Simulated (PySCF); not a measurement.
A calculated (UHF, PySCF 2.14, jorge-DZP-DKH, the spin-free X2C one-electron Hamiltonian (Gaussian nucleus)) atom or ion has these occupied shells.

```json
{"shell": "1s", "electrons": "2", "orbital energy (eV)": "-259.71", "rms radius, mean of both spins (bohr)": "0.377"}
```

Name the element and its charge.

B³⁺ (boron, charge +3), in 1s2, closed-shell 1S.
